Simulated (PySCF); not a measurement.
OZn, SMILES [O]=[Zn].

Geometry optimised at PBE0-D3(BJ)/def2-TZVPD.

Two levels are set side by side: PBE/def2-TZVPD (PySCF) and M06-2X/def2-TZVPD (PySCF). Same geometry, gas phase. Differences are taken from unrounded values.

```csv
quantity,M06-2X,PBE,PBE minus M06-2X
orbital gap (eV),5.04,0.60,-4.45
highest occupied level (eV),-8.68,-5.76,2.92
lowest empty level (eV),-3.63,-5.16,-1.52
dipole moment (D),6.22,5.39,-0.84
mean polarisability (bohr³),37.2,37.4,0.2
```

PBE's occupied levels lie high since its potential decays too fast outside the molecule; exact exchange lowers them and widens the gap. Differences between two approximate levels are no errors against the true value.

Rough cost on one machine, each run with all the roots and properties that it gave: M06-2X against PBE about 3 times.
